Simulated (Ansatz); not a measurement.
Molecule: CH$_{2}$NO, charge 0, multiplicity 2. It need not be the lowest isomer of its formula. SMILES: [NH]C=O
Coordinates optimised at B3LYP-D3(BJ)/def2-TZVP (Ansatz, a program for electronic structure):
```xyz
5

N     -1.0751     0.2382     0.4330
C      0.2324     0.2799    -0.0236
O      0.9015    -0.6695    -0.3339
H     -1.7188     0.6912    -0.2242
H      0.6374     1.3183     0.0057
```
Charge 0, spin multiplicity 2.

Give the harmonic wavenumbers at B3LYP-D3(BJ)/def2-TZVP (Ansatz, finite differences of forces, unscaled).

176, 445, 836, 1002, 1116, 1370, 1748, 2834, 3414 cm⁻¹. Zero-point energy 18.5 kcal/mol.

From these and the geometry, give the ideal-gas thermochemistry at 298.15 K and 1 atm (rigid rotor, harmonic oscillator).

Point group C1, rotational symmetry number 1. Rotational constants 85.28, 11.62, 10.52 GHz. S(trans) 37.27, S(rot) 20.96, S(vib) 3.54, S(elec, spin only) 1.38, S 63.2 cal/(mol K). H(298) - H(0) 3.00 kcal/mol; G - E(el) 2.7 kcal/mol.
